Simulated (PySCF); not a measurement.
One molecule, one basis, several functionals.

Species: TMS, C4H12Si.
Cartesian coordinates in Å at the GFN2-xTB level; atoms count from 1:
```
atom  x, y, z in Å
C1    -0.4066   -1.2134   -1.4194
Si2   -0.0012   -0.0007   -0.0018
C3     0.0081    1.7855   -0.6754
C4    -1.3198   -0.1549    1.3703
C5     1.7161   -0.4155    0.7216
H6    -1.3797   -1.0036   -1.8532
H7    -0.4187   -2.2416   -1.0702
H8     0.3270   -1.1480   -2.2173
H9     0.2425    2.5019    0.1064
H10   -0.9581    2.0579   -1.0892
H11    0.7465    1.9077   -1.4621
H12   -2.3121    0.0753    0.9941
H13   -1.3509   -1.1605    1.7791
H14   -1.1170    0.5258    2.1917
H15    1.7463   -1.4264    1.1171
H16    2.4931   -0.3368   -0.0328
H17    1.9775    0.2592    1.5312
```

PySCF, cc-pVTZ basis, density fitting, gas phase, GFN2-xTB geometry. One functional is left out:

| functional | exact exchange (%) | HOMO energy (eV) | LUMO energy (eV) |
| --- | --- | --- | --- |
| B97-D | 0 | -6.97 | 0.34 |
| BLYP | 0 | -6.87 | 0.17 |
| BP86 | 0 | -7.08 | 0.32 |
| OPBE | 0 | -6.94 | 0.47 |
| B3LYP | 20 | -8.07 | 0.60 |
| mPW1PW91 | 25 | -8.31 | 0.97 |
| BHandHLYP | 50 | -9.51 | 1.46 |

Problem. Predict the row of B97-2 (21 % exact exchange) by straight lines through the other rows, and check it.

Solution. 
```json
{"property": "HOMO energy (eV)", "line": "-8.06", "computed": "-8.02", "computed − line": "+0.04", "B3LYP (20 %), for comparison": "-8.07"}
{"property": "LUMO energy (eV)", "line": "0.79", "computed": "0.98", "computed − line": "+0.19", "B3LYP (20 %), for comparison": "0.60"}
```

Problem. Which of these properties follows the share of exact exchange most closely, and which least?

Solution. Most closely the HOMO energy, least the LUMO energy; the correlations over the tabulated rows are HOMO energy -0.997, LUMO energy 0.966. The HOMO energy moves by -0.515 eV for every 10 %. Functionals with the same share still differ in their other parts: at 0 % BLYP and BP86 differ by 0.21 eV in it.
